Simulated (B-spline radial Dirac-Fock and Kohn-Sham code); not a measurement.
# What relativity does to the binding energies of Se¹²⁺

System: Se¹²⁺, 1s2 2s2 2p6 3s2 3p6 3d4.

Both columns are ΔSCF binding energies of the configuration average from a radial B-spline solver: non-relativistic Hartree-Fock with a point nucleus, and Dirac-Fock with a finite nucleus and the Coulomb interaction alone, averaged over the two j levels with weights 2j+1.

| shell | Hartree-Fock (eV) | Dirac-Fock (eV) | shift (eV) | shift (%) |
| --- | --- | --- | --- | --- |
| 1s | 12853.4 | 13056.1 | +202.70 | +1.58 |
| 2s | 1988.0 | 2034.1 | +46.13 | +2.32 |
| 2p | 1812.3 | 1823.3 | +10.96 | +0.61 |
| 3s | 543.1 | 552.6 | +9.52 | +1.75 |
| 3p | 478.4 | 481.1 | +2.66 | +0.56 |
| 3d | 381.1 | 379.8 | -1.27 | -0.33 |

Relativity binds 1s, 2s, 2p, 3s, 3p more strongly, among those listed most of all 2s in relative terms, and 3d more weakly, because the contracted s and p shells screen the nucleus better.

Values without a named source are computed, but for edge energies of neutral atoms, which are taken from tables.
